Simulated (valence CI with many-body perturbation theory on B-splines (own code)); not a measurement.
**Er29+ in brief**

Method: relativistic CI+MBPT: three valence electrons over a frozen Dirac-Fock core [Kr], a basis of 7 s, 7 p, 8 d, 6 f, 4 g, 1 h functions for each j, with the one-electron correlation potential Σ1 (screened to all orders), the two-electron term Σ2, the three-electron term Σ3, Breit, model QED; selected single and double excitations, second order for the rest, scaled by the run's own slope (own B-spline code, finite nucleus).

The last digits are not significant, and no measured levels were compared; by estimate large intervals hold to a few tenths of a per cent, small ones and those within an open d or f shell to about a per cent. The list stops below the first excitations out of the core.

Levels are named by their leading jj configuration (3d3/2^4 stands for four electrons in 3d with j = 3/2), which in mixed levels can hold well under half, so a name can repeat and another be missing.

Rates and lifetimes use the calculated energies. Strong lines usually hold to 10 to 20 %, long lifetimes can be off by a factor of two.

Question: What is the ground level?

Answer: (4d3/2^3) J=3/2, composition 57 % 4d³ ⁴F + 32 % 4d³ ²D + 8 % 4d³ ²P, g = 0.643.

Question: What is the ionisation energy?

Answer: 1093.8 eV; NIST lists 1092 ± 4 eV (theoretical).

Question: How well does LS coupling describe the low levels?

Answer: Among the lowest 19 levels the leading LS term, summed over configurations, holds 60 % on average. For single configurations the figures are 60 % in LS and 90 % in jj coupling. Terms mix most in the J = 3/2 level at 88057 cm⁻¹, where the leading one holds 41 %.

Question: Name the longest-lived excited levels whose lifetime is computed, and their main decay.

Answer: (4d3/2^2 4d5/2) J=9/2 at 98852 cm⁻¹ lives 1.17 s, mostly by M1 to (4d3/2^2 4d5/2) J=7/2.
